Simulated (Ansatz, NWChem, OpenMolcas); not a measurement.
CBr2F2 (dibromodifluoromethane): methods side by side

The species is CBr2F2 (5 atoms), meant as a singlet with charge 0. As SMILES, `FC(F)(Br)Br`. The coordinates come from a PBE0-D4/def2-TZVP relaxation.

Each level gives the vertical energy of the triplet above the singlet (eV). The values are calculated.

```tsv
level	kind	program	value (eV)	CPU time (all runs)
HF/cc-pVDZ	Hartree–Fock	Ansatz	4.96	34 s
SVWN5/cc-pVDZ	LDA	Ansatz	4.76	15 s
BLYP/cc-pVDZ	GGA	Ansatz	4.61	27 s
M06-L/cc-pVDZ	meta-GGA	NWChem	4.72	6.1 min
r2SCAN/cc-pVDZ	meta-GGA	OpenMolcas	4.74	2.2 min
B3LYP/cc-pVDZ	global hybrid	Ansatz	4.84	36 s
wB97X/cc-pVDZ	range-separated hybrid	Ansatz	5.31	3.5 min
RPA@PBE/cc-pVDZ	RPA	Ansatz	4.90	41 s
MP2/cc-pVDZ	perturbation theory	Ansatz	5.64	41 s
```

All-electron rows without a relativistic Hamiltonian named are non-relativistic. Spin-orbit coupling, which can split open shells on such heavy atoms by tenths of an eV, is left out. The values span 4.61 to 5.64 eV. In the correlated wave-function rows the outer d shell of Br is correlated, in sets not made for it. CPU times are rough (shared hosts, several kinds of processor): they show what a rung costs within a factor of a few.
